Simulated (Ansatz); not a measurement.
The same path of F3H2NTi + H2S (10 atoms, charge 0, multiplicity 1) was run twice with different band settings. Lost on the way: S8–H10. Made: Ti1–S8, N2–H10.

Method: Ansatz 0.2.0, RKS B3LYP-D4/def2-SVP.

Relaxed end points:

```xyz
10
Properties=species:S:1:pos:R:3
Ti 0.425 -0.083 -0.001
N 0.190 0.139 1.809
H 0.892 0.046 2.542
H -0.727 0.420 2.175
F 1.875 -1.021 -0.246
F 0.584 1.482 -0.782
F -1.049 -0.825 -0.630
S -3.318 0.231 1.738
H -2.841 -0.252 0.566
H -3.257 -0.988 2.322
```

```xyz
10
Properties=species:S:1:pos:R:3
Ti -0.300 0.202 -0.063
N -0.572 -0.582 2.094
H -1.222 -1.366 2.175
H 0.346 -0.921 2.391
F 0.901 1.189 0.760
F -0.225 0.837 -1.686
F 0.137 -1.483 -0.314
S -2.561 0.791 0.065
H -2.871 0.349 1.305
H -0.858 0.133 2.766
```

Common settings: spring 5.0 eV/Å²; optimiser quadratic models (default); start path through a guess of the saddle point; force threshold 0.05 eV/Å; iteration limit 60; end points relaxed.

| run | movable images | climbing image |
| --- | --- | --- |
| 1 | 5 | yes |
| 2 | 6 | no |

(1) What does each run give, and how far can it be trusted?

Results:

(1) Run 1: converged after 25 iterations, highest image 0.558 eV above the first end. A vibrational analysis at the climbing image gives one clearly imaginary mode, 1046i cm⁻¹: a first-order saddle point.
Run 2: converged after 25 iterations, highest image 0.083 eV above the first end. No image climbed, so the highest image needn't sit at the top of the path.
The orbitals stay closed-shell, which can raise the energy where a bond breaks towards radicals; this wasn't checked here.
